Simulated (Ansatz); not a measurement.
Mulliken charges of `[SiH3]C1BO1` from ωB97M-V/def2-TZVPP in Ansatz (PBE0-D4/def2-TZVP geometry).

```json
{"atom": "Si1", "x (Å)": "0.220", "y (Å)": "1.232", "z (Å)": "-0.349", "charge (e)": "0.193"}
{"atom": "C2", "x (Å)": "0.310", "y (Å)": "-0.625", "z (Å)": "-0.184", "charge (e)": "-0.112"}
{"atom": "B3", "x (Å)": "-0.704", "y (Å)": "-1.467", "z (Å)": "0.564", "charge (e)": "0.036"}
{"atom": "O4", "x (Å)": "0.382", "y (Å)": "-1.144", "z (Å)": "1.250", "charge (e)": "-0.248"}
{"atom": "H5", "x (Å)": "-0.069", "y (Å)": "1.551", "z (Å)": "-1.772", "charge (e)": "-0.027"}
{"atom": "H6", "x (Å)": "-0.874", "y (Å)": "1.752", "z (Å)": "0.512", "charge (e)": "-0.029"}
{"atom": "H7", "x (Å)": "1.498", "y (Å)": "1.882", "z (Å)": "0.042", "charge (e)": "-0.022"}
{"atom": "H8", "x (Å)": "1.025", "y (Å)": "-1.146", "z (Å)": "-0.822", "charge (e)": "0.111"}
{"atom": "H9", "x (Å)": "-1.700", "y (Å)": "-2.082", "z (Å)": "0.740", "charge (e)": "0.099"}
```

**Question.** By hand: the dipole of these point charges (1 e Å = 4.8032 D).

**Answer.** Σ q r = (-0.173, 0.071, -0.322) e Å, of length 0.372 e Å = 1.79 D.

**Question.** How does the dipole of the full density compare? (Estimate.)

**Answer.** Computed: (-0.120, -0.074, -0.227) e Å, 1.28 D; the point charges give 1.40 times that, at 27° from its direction.

Point charges leave out the atoms' own dipoles, such as those of lone pairs, and Mulliken's split depends on the basis, so the two needn't agree.
